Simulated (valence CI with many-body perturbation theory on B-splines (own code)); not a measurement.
## W⁶⁸⁺: one-electron terms

Computed by relativistic CI+MBPT: four valence electrons over a frozen Dirac-Fock core [He], a basis of 11 s, 11 p, 9 d, 7 f, 5 g, 2 h, 1 i functions for each j, with the one-electron correlation potential Σ1, the two-electron term Σ2, the three-electron term Σ3, Breit, model QED; selected CI, second order for the rest (own B-spline code, finite nucleus).

The last digits are not significant, and no measured levels were compared; by estimate large intervals hold to a few tenths of a per cent, small ones and those within an open d or f shell to about a per cent. Among the levels kept, up to 270 cm⁻¹ of a level comes from second order outside the variational space, and about a tenth of that is noise between levels of different J, which matters for small intervals.

These are the spectroscopic orbitals of the CI (the correlating ones are not listed), shaped by the core and the other valence electrons. h is the expectation value of the core's Dirac-Fock operator, without the valence repulsion; Σ1 is computed up to l = 3 at one energy for each symmetry, that of its lowest orbital but kept below the first core excitation, so for empty shells it is not the orbital's own correlation shift; Breit and QED include the response of the core.

| Orbital | h (hartree) | Σ1 (cm⁻¹) | Breit (cm⁻¹) | QED (cm⁻¹) | ⟨r⟩ (bohr) |
| --- | --- | --- | --- | --- | --- |
| 2s1/2 | -724.66 | -1586 | 126310 | 156049 | 0.07434 |
| 3s1/2 | -313.98 | -402 | 34743 | 44847 | 0.1744 |
| 4s1/2 | -173.52 | -158 | 13688 | 18297 | 0.3185 |
| 5s1/2 | -109.72 | -78.4 | 6818 | 9181 | 0.5057 |
| 2p1/2 | -717.42 | -4477 | 254525 | 7701 | 0.06116 |
| 3p1/2 | -311.95 | -1034 | 67159 | 1465 | 0.1622 |
| 4p1/2 | -172.69 | -400 | 26372 | 551 | 0.3070 |
| 5p1/2 | -109.31 | -196 | 13083 | 268 | 0.4951 |
| 2p3/2 | -661.45 | -2639 | 82411 | 22042 | 0.06844 |
| 3p3/2 | -295.31 | -615 | 22994 | 5815 | 0.1726 |
| 4p3/2 | -165.72 | -239 | 11345 | 2355 | 0.3208 |
| 5p3/2 | -105.77 | -118 | 5717 | 1183 | 0.5122 |
| 3d3/2 | -294.6 | -281 | 2420 | -259 | 0.1454 |
| 4d3/2 | -165.42 | -122 | 1333 | -15.9 | 0.2943 |
| 5d3/2 | -105.61 | -63.4 | 651 | 10.6 | 0.4864 |
| 3d5/2 | -289.96 | -235 | 782 | 1799 | 0.1489 |
| 4d5/2 | -163.46 | -101 | 432 | 843 | 0.2985 |
| 5d5/2 | -104.61 | -52.3 | 201 | 449 | 0.4915 |
| 4f5/2 | -163.38 | -22.0 | 14.1 | -229 | 0.2565 |
| 5f5/2 | -104.57 | -12.5 | 11.7 | -111 | 0.4499 |
| 4f7/2 | -162.43 | -20.4 | 4.2 | 213 | 0.2587 |
| 5f7/2 | -104.08 | -11.6 | 3.5 | 116 | 0.4525 |
| 5g7/2 | -104.07 |  | 0.1 | -74.5 | 0.3950 |
| 5g9/2 | -103.79 |  | 0.0 | 59.8 | 0.3967 |

Among the shells of the start configuration 2s2 2p2, Σ1 is largest in size for 2p1/2, where it is 0.0028 % of h.

Lowest root of each symmetry, sizes in configuration state functions:

| J | Parity | Roots | Reference | Variational | Second order | Change by selected CI (cm⁻¹) | Change by second order (cm⁻¹) |
| --- | --- | --- | --- | --- | --- | --- | --- |
| 0 | even | 12 | 38 | 21685 | 22735 | -25725 | 0 |
| 1 | even | 21 | 82 | 39999 | 55970 | -21678 | -29 |
| 2 | even | 22 | 91 | 39999 | 115829 | -23341 | -106 |
| 3 | even | 12 | 61 | 40000 | 139869 | -20980 | -70 |
| 4 | even | 5 | 28 | 38963 | 118949 | -22550 | -13 |
| 5 | even | 2 | 8 | 21384 | 57204 | -20436 | -11 |
| 0 | odd | 8 | 35 | 17631 | 17395 | -26363 | -1 |
| 1 | odd | 20 | 92 | 39998 | 70329 | -31255 | -16 |
| 2 | odd | 19 | 103 | 40000 | 95381 | -24806 | -59 |
| 3 | odd | 9 | 77 | 40000 | 121782 | -23187 | -62 |
| 4 | odd | 3 | 44 | 31933 | 75240 | -21279 | -9 |
